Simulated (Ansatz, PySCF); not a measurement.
Caution: the highest occupied level lies above zero, so the state may not be bound. This triplet is an excited state, 0.67 eV above the relaxed singlet at the level frozen-core CCSD(T)/aug-cc-pVDZ // B3LYP-D3(BJ)/def2-TZVPD (Ansatz, a program for electronic structure).

B3LYP has the VWN-RPA correlation part, as in Gaussian. 

Cartesian coordinates (Å):
SMILES: C[B-]C
```xyz
9

C     -1.4162    -0.0959     0.0050
B      0.0089    -0.5973    -0.4842
C      1.4175     0.0104    -0.0741
H     -2.2421    -0.6769    -0.4185
H     -1.5389    -0.1477     1.1082
H     -1.6180     0.9637    -0.2625
H      1.5241     1.0816    -0.3501
H      2.2597    -0.5080    -0.5442
H      1.6050    -0.0299     1.0204
```
Charge -1, spin multiplicity 3.

Problem. Estimate the highest occupied spin orbital and total energy that B3LYP-D3(BJ)/def2-TZVPD (PySCF) returns for this input.

Solution. 
```yaml
highest_occupied_spin_orbital: 2.51 eV
total_energy: -104.6331 Ha
```
